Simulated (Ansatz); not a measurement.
Abridged output of a molecular run in Ansatz:

```
Functional definition: HF
  name "HF"
  cite "Fock, Z. Phys. 61, 126 (1930) doi:10.1007/BF01340294"
  parent pbe
  exchange = exact_x
  correlation = 0
1078 factors; integrals over basis functions are off by at most 5.6e-4 eV
mean field evaluation 1: about -83252.7871 eV, gradient 4.9e1 eV
mean field evaluation 2: about -83252.8949 eV, gradient 4.9e1 eV
mean field evaluation 4: about -83257.3199 eV, gradient 2.1e0 eV
mean field evaluation 8: about -83257.3532 eV, gradient 3.0e-1 eV
mean field -83257.35344217 eV, -3059.6513051385 hartree, gradient 2.4e-6 eV, S^2 0.000000; 0 other end points of the search recorded, 0 dependent functions left out
16 core orbitals not correlated: weight in the atoms' cores, before any rotation towards them, 1.000 or more for the frozen orbitals, at most 0.000 for the correlated occupied ones
reference -83257.35344217 eV, -3059.6513051385 hartree; 26, 26 occupied and 63, 63 virtual orbitals, 1078 factors
second order -24.48948312 eV of doubles, -0.00000000 eV of singles
cycle   1  -24.05454202 eV  change    4.3e-1 eV  update   1.2e-1
cycle   2  -24.55423402 eV  change   -5.0e-1 eV  update   3.7e-2
cycle   3  -24.69770301 eV  change   -1.4e-1 eV  update   1.9e-2
cycle   4  -24.68796807 eV  change    9.7e-3 eV  update   4.1e-3
cycle   5  -24.68295495 eV  change    5.0e-3 eV  update   1.6e-3
cycle   6  -24.68350448 eV  change   -5.5e-4 eV  update   5.6e-4
cycle   7  -24.68338256 eV  change    1.2e-4 eV  update   1.9e-4
cycle   8  -24.68324977 eV  change    1.3e-4 eV  update   7.1e-5
cycle   9  -24.68326281 eV  change   -1.3e-5 eV  update   2.8e-5
perturbative correction -0.49528128 eV, -0.0182012514 hartree
Total energy: -83282.53198626 eV, -3060.5765995674 hartree
```

Its atoms:

Z-matrix (Å, degrees):
```
Sn
F 1 1.886
F 1 1.895 2 105.9
O 1 1.925 2 105.7 3 -116.3
Br 1 2.424 2 110.7 3 117.6
H 4 0.962 1 113.6 2 -178.2
```

Which basis set was used?
A. cc-pV(T+d)Z
B. def2-SVP
C. def2-QZVPP
D. def2-SVPD

B. It gives 105 functions.

Write the keys of the input that set method, charge and spin (a neutral closed shell needs none for the last two).


```yaml
correlation: {method: ccsd_t}
```
